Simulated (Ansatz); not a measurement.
```yaml
crystal:
  periodic: [false, false, false]
  atoms:
    - {symbol: N, position_ang: [0.117599, 5.425120, 1.777659]}
    - {symbol: C, position_ang: [1.526897, 3.919123, 0.537449]}
    - {symbol: Al, position_ang: [0.602224, 0.367660, -0.176765]}
    - {symbol: C, position_ang: [-1.741806, -2.346520, 0.095358]}
    - {symbol: C, position_ang: [0.792908, -3.014562, -1.378818]}
    - {symbol: H, position_ang: [-1.524836, 4.575974, 2.341114]}
    - {symbol: H, position_ang: [3.316610, 4.738142, -0.114047]}
    - {symbol: H, position_ang: [-3.442996, -2.437911, -1.058839]}
    - {symbol: H, position_ang: [-2.019914, -3.405586, 1.837266]}
    - {symbol: H, position_ang: [0.530984, -3.495689, -3.361664]}
    - {symbol: H, position_ang: [1.965729, -4.433468, -0.459596]}
basis:
  gaussian: {orbitals: "6-31++G**"}
magnetization: {spin_polarized: true, initial_magnetization: 0}
hamiltonian: {xc: {name: wB97X}}
```

```sh
$ ansatz run in.yaml --threads 4 --pin off --events-out ev --progress --plain --max-ram 10444MiB
```

Shortened log:

```
Functional definition: wB97X
1371 factors; their error is unknown
346 factors; integrals over basis functions are off by at most 4.0e-5 eV
mean field evaluation 1: about -11229.8611 eV, gradient 5.7e1 eV
mean field evaluation 2: about -10953.7025 eV, gradient 1.4e2 eV
mean field evaluation 4: about -11244.3577 eV, gradient 3.3e1 eV
mean field evaluation 8: about -11250.5379 eV, gradient 7.6e-1 eV
mean field evaluation 16: about -11250.6473 eV, gradient 3.6e-2 eV
mean field evaluation 32: about -11250.6474 eV, gradient 5.3e-5 eV
mean field -11254.70499605 eV, -413.6027798919 hartree, gradient 6.5e-6 eV, S^2 4.678225; 11 other end points of the search recorded, 0 dependent functions left out
reference -11254.70495627 eV, -413.6027784298 hartree; 22, 22 occupied and 113, 113 virtual orbitals, 1371 factors
Total energy: -11254.70495627 eV, -413.6027784298 hartree
```

In this input the coordinates are in bohr but typed as ångström. Self-consistency was reached. The result belongs to that input, not to the molecule as meant.
